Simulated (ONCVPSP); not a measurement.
hafnium, ONCV: configuration errors across variants

| Quantity | Value |
| --- | --- |
| Element | hafnium (Hf) |
| Generator | ONCVPSP 4.0.1 |
| Type | optimised norm-conserving Vanderbilt (ONCV) |
| Functional | PBEsol |
| Relativity | fully relativistic |
| Frozen core | [Kr] 4d10 4f14 |
| Valence charge | 12 |
| Reference configuration | 5s2 5p6 5d2 6s2 |
| Partial waves | 5s+6s: rc 1.75 bohr, ncon 4, nbas 7, qcut 8.9 1/bohr, 2 projectors; 5p: rc 2.05 bohr, ncon 5, nbas 8, qcut 6.3 1/bohr, 2 projectors, debl 1.3 Ha; 5d: rc 1.85 bohr, ncon 3, nbas 7, qcut 5.7 1/bohr, 2 projectors, debl 2.6 Ha |
| Local potential | polynomial inside 1.35 bohr (lpopt 2, dvloc0 0 Ha) |
| Core correction | Teter function, fcfact 1.75, rcfact 1.1 |

Open shells are filled in proportion to 2j + 1.

All-electron excitation energies from the reference (eV): (1) 5s2 5p6 5d2 6s1 8.012; (2) 5s2 5p6 5d2 6s0 22.176; (3) 5s2 5p6 5d2 6s0 6p1 12.688.

A true bound ghost makes a file unfit for plane-wave use even where its test errors are small: the radial tests pick states by their node count and pass the ghost by.

Errors AE − PS in meV (a dash: test not solved or not reliable):

```csv
change,(1),(2),(3),bound ghosts,GHOST(+) flags above zero
base,+1.2,+14,+6.0,none,none
"local potential polynomial inside 1.35 bohr (lpopt 2, dvloc0 -1 Ha)",+1.1,+14,+5.9,none,s
"local potential polynomial inside 1.35 bohr (lpopt 2, dvloc0 1 Ha)",+1.1,+14,+5.8,none,none
"local potential polynomial inside 1.35 bohr (lpopt 2, dvloc0 3 Ha)",+1.1,+14,+5.9,none,none
"local potential polynomial inside 1.35 bohr (lpopt 2, dvloc0 4.5 Ha)",+1.1,+14,+5.9,none,none
"local potential polynomial inside 1.35 bohr (lpopt 2, dvloc0 5.5 Ha)",+1.1,+14,+5.9,none,s
"local potential polynomial inside 1.35 bohr (lpopt 2, dvloc0 7.5 Ha)",+1.1,+14,+5.9,none,s
"local potential polynomial inside 1.35 bohr (lpopt 2, dvloc0 9 Ha)",+1.1,+14,+5.9,s,none
```

Problem. Give the same row for: local potential polynomial inside 1.35 bohr (lpopt 2, dvloc0 -2.5 Ha).

Solution. +1.1, +14, +5.9; bound ghosts: none; GHOST(+) flags above zero: s.
